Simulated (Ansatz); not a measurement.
The cluster Ag4O⁻, relaxed as a doublet with UKS PBE-D4/def2-SVPD in Ansatz, starting from the GFN1-xTB geometry. Force threshold 0.02 eV/Å.

In the def2 sets Ag takes a core potential; there is no spin–orbit coupling. The highest occupied level of the charge -1 doublet lies above zero (up to 0.50 eV). The electron is either unbound and held by the finite basis, or the level is raised by self-interaction error. Another isomer (doublet) lies 0.70 eV lower at PBE0-D4/def2-TZVPD; other spin states weren't run for this one.

Start:

```
atom    x (Å)    y (Å)    z (Å)
  O1  -1.6230   0.4496  -0.5858
 Ag2  -0.5109  -1.5435  -0.1165
 Ag3   1.9454  -0.5372   0.6863
 Ag4  -0.3671   0.8594   1.3376
 Ag5   0.5555   0.7717  -1.3216
```

Question: Estimate the energy that the relaxation releases and the steps that it takes.

Answer: 14.0 kJ/mol, in 7 steps; 32 s on 4 threads of Arm Neoverse V2 on a shared host. No frequencies were taken in this run, so the end may be a saddle point.

Question: Does the start keep its bonding and symmetry?

Answer: By distances, no bond broke or formed. The bond that changes most is Ag2–Ag3, from 2.77 to 2.92 Å (atoms count from 1). Point group Cs at the start, Cs at the end, both within 0.05 Å.

Question: Predict the relaxed structure.

Answer: 
| atom | x (Å) | y (Å) | z (Å) |
| --- | --- | --- | --- |
| O1 | -1.433 | 0.458 | -0.613 |
| Ag2 | -0.648 | -1.556 | -0.005 |
| Ag3 | 2.003 | -0.465 | 0.567 |
| Ag4 | -0.508 | 0.776 | 1.409 |
| Ag5 | 0.586 | 0.787 | -1.357 |
Bond lengths (bridged metal pairs left out): 3 × Ag–O 2.18 to 2.25 Å; 3 × Ag–Ag 2.70 to 2.92 Å.
